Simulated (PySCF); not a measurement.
# Simulated characterisation data

Averaged over atoms made equivalent by symmetry, fast rotation or ring inversion, non-relativistic, no solvent model, one computed conformer. Geometry from GFN2-xTB; σ from GIAO-PBE0/pcSseg-1; PySCF.

δ = σ(ref) − σ, references computed at the same level: $^{1}$H (σref 31.72), $^{13}$C (σref 186.93) against TMS. Splittings of carbon signals by F and P are missing where no couplings were computed. Where no couplings were computed, multiplicities follow the n + 1 count of equivalent neighbours, and m marks all less simple cases (inequivalent or close neighbours, rings, F or P nearby). Shifts are as computed. Against solution values, carbons near 30 ppm lie about +3 ppm off and those near 130 ppm about +5 ppm. Of 1211 compounds with measured shifts, 218 miss one by over three times the rms of a fit or turn the order of signals round; such compounds aren't used in these exercises.

**1.** `C(#CC=C=C)C(F)(F)F`, C₆H₃F₃. $^{1}$H NMR (400 MHz, computed): δ 5.65 (m, 1H), 5.46 (m, 2H). $^{13}$C{$^{1}$H} NMR (computed): δ 234.0 (C), 124.7 (C), 87.6 (C), 87.5 (C), 82.8 (CH2), 77.2 (CH).

**2.** `C1C[C@@H](C#N)[C@H]2C[C@@H]1C2`, C₈H₁₁N. $^{1}$H NMR (400 MHz, computed): δ 2.63 (m, 1H), 2.45 (m, 1H), 2.33 (m, 1H), 2.27 (m, 1H), 2.17 (m, 1H), 2.09 (m, 1H), 2.04 (m, 1H), 1.98 (m, 1H), 1.77 (m, 1H), 1.76 (m, 1H), 0.85 (m, 1H). $^{13}$C{$^{1}$H} NMR (computed): δ 127.7, 39.3, 39.3, 34.1, 31.8, 30.9, 25.2, 24.5.

**3.** `C/C(=P\N([SiH3])[SiH3])N(C)C`, C₄H₁₅N₂PSi₂. $^{1}$H NMR (400 MHz, computed): δ 4.76 (m, 6H), 2.97 (s, 6H), 2.61 (m, 3H). $^{13}$C{$^{1}$H} NMR (computed): δ 214.7, 42.8, 18.0.

**4.** `O(C)[C@@]12C=C[C@H]3[C@@H]1[C@@]23C`, C₈H₁₀O. $^{1}$H NMR (400 MHz, computed): δ 6.21 (d, 1H), 6.03 (m, 1H), 3.90 (m, 1H), 3.50 (s, 3H), 1.88 (s, 3H), 1.32 (m, 1H). $^{13}$C{$^{1}$H} NMR (computed): δ 138.7 (CH), 136.8 (CH), 84.1 (C), 69.4 (C), 60.7 (CH3), 58.9 (CH), 33.0 (CH), 9.9 (CH3).
